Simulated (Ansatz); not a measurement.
Reaction (formal exchange of groups at the Si–N bond): `N[SiH2][NH][AlH][F]` + `CC(O)(F)F` → `N[SiH2]C(O)(F)F` + `C[NH][AlH][F]`

Program: Ansatz. Geometries: PBE0-D4/def2-TZVP. ΔE: electronic, gas phase. CCSD(T)/CBS is the MP2 limit (def2-TZVPP, def2-QZVPP) plus CCSD(T) − MP2 in def2-TZVPP, frozen cores. DFT in def2-TZVPP. B3LYP here is the variant with VWN-RPA as its local correlation; programs differ in this. Each species was taken in one conformer, which may not be the lowest.

`N[SiH2][NH][AlH][F]`:

Cartesian coordinates in Å:
```
N -0.602 1.717 1.125
Si 0.027 0.942 -0.269
N -0.420 -0.725 -0.297
Al 0.550 -2.189 -0.511
F 2.184 -2.049 -0.680
H -0.905 2.675 1.071
H -0.288 1.480 2.052
H -0.547 1.721 -1.400
H 1.510 0.927 -0.385
H -1.416 -0.876 -0.178
H -0.091 -3.623 -0.530
```

`CC(O)(F)F`:

Z-matrix (Å, degrees):
```
C
C 1 1.498
H 1 1.089 2 109.2
H 1 1.089 2 109.4 3 -120.1
H 1 1.089 2 109.4 3 120.1
O 2 1.354 1 111.3 3 180.0
F 2 1.366 1 110.6 3 -57.6
F 2 1.366 1 110.6 3 57.6
H 6 0.965 2 108.4 1 180.0
```

`N[SiH2]C(O)(F)F`:

Cartesian coordinates in Å:
```
N 1.706 -0.191 0.901
Si 0.365 -0.919 0.139
C -0.890 0.337 -0.623
O -1.413 1.154 0.321
F -1.900 -0.323 -1.278
F -0.293 1.092 -1.605
H 2.439 0.223 0.348
H 1.590 0.294 1.776
H 0.830 -1.735 -1.005
H -0.409 -1.704 1.128
H -2.026 1.772 -0.103
```

`C[NH][AlH][F]`:

Z-matrix (Å, degrees):
```
C
N 1 1.448
H 1 1.096 2 112.3
H 1 1.093 2 110.0 3 119.1
H 1 1.096 2 112.3 3 -121.7
Al 2 1.758 1 127.2 3 -119.0
H 2 1.009 1 112.3 3 61.0
F 6 1.652 2 117.9 1 -180.0
H 6 1.571 2 122.1 1 0.0
```

```
             level  ΔE (kJ/mol)  difference from CCSD(T)/CBS
         r2SCAN-D4        164.3                         -1.7
           ωB97X-V        159.2                         -6.8
           ωB97M-V        162.5                         -3.5
            B2PLYP        161.4                         -4.6
            r2SCAN        164.3                         -1.7
             B3LYP        153.8                        -12.2
     HF/def2-TZVPP        174.7                          8.7
    MP2/def2-TZVPP        172.1                          6.1
SCS-MP2/def2-TZVPP        167.9                          1.9
   CCSD/def2-TZVPP        167.7                          1.7
       CCSD(T)/CBS        166.0                            0
```

Largest T1 diagnostic among the species: 0.012.

From PBE to PBE0 (25 % exact exchange), in def2-TZVPP and without D4, ΔE moves by +11.4 kJ/mol.
